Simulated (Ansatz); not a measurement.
Reactions of C₃H₄OS, SMILES `C#CC(O)S`.

Calculated with Ansatz (gas phase, PBE0-D4/def2-TZVP geometries, no zero-point term in ΔE). CCSD(T)/CBS adds triple-zeta CCSD(T) − MP2 to the extrapolated MP2 energy (def2 sets, frozen cores). This one scheme is used for every species. One conformer a species, not always the lowest.

Task: Order these by ΔE at CCSD(T)/CBS, lowest first. (Estimate.)
A. `C#CC(O)S` + `CC(O)F` → `C#COC(C)F` + `OCS`
B. `C#CC(O)S` + `[SiH3]S` → `OC(S)S[SiH3]` + `C#C`
C. `C#CC(O)S` + CH₃NH₂ → `CNC(O)S` + `C#C`

Result: C (+5.3 kJ/mol), B (+13.9 kJ/mol), A (+88.9 kJ/mol).

Largest T1 diagnostic: 0.013, for `C#C`.
